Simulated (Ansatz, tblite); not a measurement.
Isomers of Cu₁₂Pd⁺ (doublet), found by a short tight-binding search and relaxed with PBE-D4/def2-SVP in Ansatz.

In the def2 sets Pd takes a core potential; there is no spin–orbit coupling. The xTB rows come from tblite. B3LYP takes the VWN-RPA correlation. Correlated methods freeze 108 core orbitals; core or outer-core shells of Pd are correlated, in sets that lack core-valence functions. Single mean-field runs in def2-SVP, def2-TZVP are fitted with def2-universal-jkfit.

Run but left out: MP2/def2-SVP (B: ⟨S²⟩ 0.95, where a pure state has 0.75); MP2/def2-SVP (D: ⟨S²⟩ 0.93, where a pure state has 0.75).

A: At MP2/def2-SVP the charge 1 doublet is spin-contaminated (final ⟨S²⟩ up to 0.87, 0.75 for a pure state). B: At MP2/def2-SVP the charge 1 doublet is spin-contaminated (final ⟨S²⟩ up to 0.95, 0.75 for a pure state). C: At MP2/def2-SVP the charge 1 doublet is spin-contaminated (final ⟨S²⟩ up to 0.90, 0.75 for a pure state). D: At MP2/def2-SVP the charge 1 doublet is spin-contaminated (final ⟨S²⟩ up to 0.93, 0.75 for a pure state).

Other spin states weren't relaxed.

A:

```xyz
13

Pd   -2.066    0.303    0.190
Cu   -0.422    2.046   -0.719
Cu    3.570    0.870   -0.870
Cu   -2.250   -1.683   -1.362
Cu    1.528    1.326   -2.060
Cu   -0.364   -1.616    0.203
Cu   -1.146   -0.802    2.359
Cu    1.717   -0.702   -0.692
Cu    1.218   -0.500    1.671
Cu   -2.726   -2.002    0.998
Cu   -0.333    1.395    1.669
Cu   -0.397   -0.142   -1.756
Cu    1.672    1.508    0.369
```

B:

```
atom    x (Å)    y (Å)    z (Å)
 Pd1   0.6153  -2.0682   0.6019
 Cu2   1.7725   0.1668  -0.1808
 Cu3   0.8655   2.3786   0.4460
 Cu4   0.4776  -1.1308  -1.7481
 Cu5  -0.3419   1.1032  -1.2320
 Cu6  -2.8205   1.0447  -0.9952
 Cu7  -1.4484   1.7366   0.8837
 Cu8  -1.3886  -0.5912   0.1250
 Cu9   2.5607   1.3911   1.8198
Cu10   2.4359  -0.9680   1.9482
Cu11  -1.8193  -0.6611  -2.3102
Cu12  -1.2325  -2.6961  -1.0501
Cu13   0.3236   0.2945   1.6919
```

C:

Cartesian coordinates in Å:
```
Pd -0.9400 -0.6260 -1.8316
Cu 1.3475 -0.5820 2.5675
Cu 2.3884 0.4256 0.4952
Cu -1.1319 -0.2658 2.3182
Cu 0.3829 -0.7968 0.3752
Cu 0.5346 1.3949 -0.8990
Cu -1.6028 0.8388 0.1715
Cu -0.1591 -2.4309 2.0567
Cu -1.5128 1.7925 -2.1478
Cu 0.4779 0.9568 -3.2838
Cu -1.8480 -1.6341 0.3440
Cu 0.3845 1.4500 1.5529
Cu 1.6788 -0.5228 -1.7189
```

D:

Cartesian coordinates in Å:
```
Pd -1.447 -2.972 -0.258
Cu 0.755 -1.648 -0.152
Cu -0.198 1.212 2.093
Cu -0.951 1.312 -2.657
Cu -1.290 -0.783 -1.399
Cu 1.503 0.727 0.355
Cu -0.765 1.295 -0.273
Cu 1.005 2.388 -1.547
Cu 0.638 3.040 0.701
Cu -1.149 -0.791 1.075
Cu -0.113 -2.932 1.802
Cu 1.061 -0.858 2.153
Cu 0.949 0.010 -1.893
```

Question: Estimate which lies lowest at each level, and how far above it the others are (kcal/mol).

Answer: 
```json
{"level": "GFN1-xTB", "A": "0.1", "B": "0.0", "C": "5.2", "D": "0.6"}
{"level": "GFN2-xTB", "A": "0.0", "B": "45.5", "C": "15.7", "D": "83.0"}
{"level": "HF/def2-SVP", "A": "9.3", "B": "4.4", "C": "0.0", "D": "10.8"}
{"level": "PBE-D4/def2-SVP", "A": "15.7", "B": "4.6", "C": "0.0", "D": "3.3"}
{"level": "PBE-D4/def2-TZVP", "A": "12.2", "B": "4.3", "C": "0.0", "D": "4.5"}
{"level": "r2SCAN-D4/def2-TZVP", "A": "13.3", "B": "4.4", "C": "0.0", "D": "4.9"}
{"level": "B3LYP-D4/def2-TZVP", "A": "8.4", "B": "4.3", "C": "0.0", "D": "5.4"}
{"level": "PBE0-D4/def2-SVP", "A": "16.2", "B": "6.1", "C": "0.0", "D": "7.0"}
{"level": "PBE0-D4/def2-TZVP", "A": "13.4", "B": "6.3", "C": "0.0", "D": "8.5"}
{"level": "RPA@PBE/def2-SVP", "A": "16.9", "B": "7.5", "C": "0.0", "D": "12.3"}
```
Point groups (tolerance 0.1 Å): A not assigned, B not assigned, C not assigned, D not assigned. Lower isomers may exist. From def2-SVP to def2-TZVP the PBE0 values move by up to 2.8 kcal/mol, so results in the small set are rough.
